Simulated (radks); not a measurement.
Problem. The rhenium ion Re2+ is in [Xe] 4f14 5d5. Method: scalar-relativistic Kohn-Sham, LDA (Slater exchange, Perdew-Wang correlation), spin-polarised, spherical densities, finite nucleus; Fermi nuclear charge, rms radius of each element as measured or else 0.836 A^(1/3) + 0.57 fm; computed with a radial shooting solver on a logarithmic mesh with Libxc functionals. Open shells are filled with parallel spins first. One electron is removed from 5d, 5p, 5s, 4f in turn, with full relaxation. Which removal costs least, and what does each cost?

Solution. 5d 28.545 eV; 5p 69.097 eV; 4f 70.074 eV; 5s 108.33 eV. The 5d electron leaves first.
